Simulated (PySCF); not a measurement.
ammonia borane (BH6N), SMILES [BH3-][NH3+]. The structure is a stationary point at PBE-D3(BJ)/def2-TZVP.

These are PySCF with PBE-D3(BJ)/def2-TZVP values and carry that method's errors.

Harmonic wavenumbers (cm⁻¹): 270, 634, 634, 674, 1039, 1039, 1141, 1141, 1146, 1288, 1618, 1618, 2389, 2453, 2453, 3369, 3469, 3469. Rotational constants (GHz): 72.88, 17.83, 17.83; symmetry number 3.

Work out the zero-point energy and the ideal-gas rigid-rotor harmonic-oscillator thermochemistry at 298.15 K and 1 atm.

ZPE = ½ Σ hcν = ½ × 29842 cm⁻¹ = 42.66 kcal/mol. H − E(el) = 45.67 kcal/mol. Entropy in cal/(mol K): translation 36.21, rotation 17.98, vibration 3.09, total 57.28. G − E(el) = 28.59 kcal/mol. Cp = 14.15 cal/(mol K).
